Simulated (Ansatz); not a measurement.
Stretching the Ga1–Cl2 bond in GaCl (multiplicity 1 held). Energies count from the point at 2.239 Å.


R- and RO- levels are restricted; in cc, def2 and unpolarised 6-31G sets they are followed outwards from rest. U- levels take the lowest unrestricted solution at each point, which mixes spins at long bonds. Active spaces are followed from rest. Levels need not reach the same state.

Frozen-core correlation. Filled d and f shells under p-block atoms count as core.

Codes used: Ansatz (a first-principles code). 

Energies in eV.

```
R (Å)  R-SCS-MP2/def2-SVP  U-CCSD/def2-SVP  CASSCF(10,8)/def2-SVP  SC-NEVPT2 on CASSCF(10,8)/def2-SVP  FIC-NEVPT4(SD) on CASSCF(10,8)/def2-SVP  FIC-MRCISD+Q on CASSCF(10,8)/def2-SVP
-----  ------------------  ---------------  ---------------------  ----------------------------------  ---------------------------------------  -------------------------------------
1.791                2.20             2.19                   2.28                                2.23                                     2.19                                   2.19
2.015                0.33             0.33                   0.38                                0.35                                     0.34                                   0.33
2.239                0.00             0.00                   0.00                                0.00                                     0.00                                   0.00
2.463                0.29             0.29                   0.24                                0.28                                     0.28                                   0.29
2.687                0.81             0.81                   0.71                                0.79                                     0.79                                   0.80
3.023                1.65             1.66                   1.51                                1.63                                     1.64                                   1.64
3.358                2.42             2.42                   2.24                                2.40                                     2.40                                   2.40
3.918                3.46             3.46                   3.23                                3.41                                     3.39                                   3.39
4.478                4.25             4.10                   3.89                                4.10                                     4.04                                   4.04
5.150                4.92             4.33                   4.17                                4.49                                     4.37                                   4.36
6.045                5.46             4.38                   4.24                                4.58                                     4.45                                   4.44
7.165                5.69             4.38                   4.25                                4.59                                     4.46                                   4.45
8.956                5.55             4.39                   4.25                                4.59                                     4.46                                   4.45
```

Doubts at one or more of the structures used: a restricted determinant that unrestricted orbitals would lower (R-SCS-MP2/def2-SVP); other coupled-cluster roots lie near (U-CCSD/def2-SVP); a spin-contaminated determinant (U-CCSD/def2-SVP); T1 above 0.05 (U-CCSD/def2-SVP); the program's own flag: other amplitudes (U-CCSD/def2-SVP); the program's own flag: lower state (U-CCSD/def2-SVP).
